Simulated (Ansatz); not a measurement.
Frontier orbitals of AsGaH₅N, SMILES `[NH2][GaH][AsH2]`.

Charge 0, multiplicity 1. Correlated methods include outer-core shells of As, Ga, which these sets cover unevenly. Scalar relativity is left out up to krypton. The geometry is a stationary point of PBE0-D4/def2-TZVP. It is one conformer, not always the lowest. Basis def2-TZVPP, Ansatz 0.2.0.

Orbital energies of one run (eV). Highest occupied ones, from the top: -6.85, -7.22, -8.39, -9.20, -10.09, -12.37, -13.13, -16.91, -21.71, -22.38, -22.45, -22.49, -22.54, -23.34. Empty: -0.96, -0.03, 0.22, 0.71, 0.87, 2.55.

Task: Which functional gave them?
A. BLYP
B. r2SCAN
C. B97M-V
D. B3LYP

Result: D. HOMO energies: B3LYP -6.85, B97M-V -6.25, BLYP -5.81, r2SCAN -6.23 eV.

B3LYP here is the variant with VWN-RPA as its local correlation; programs differ in this.
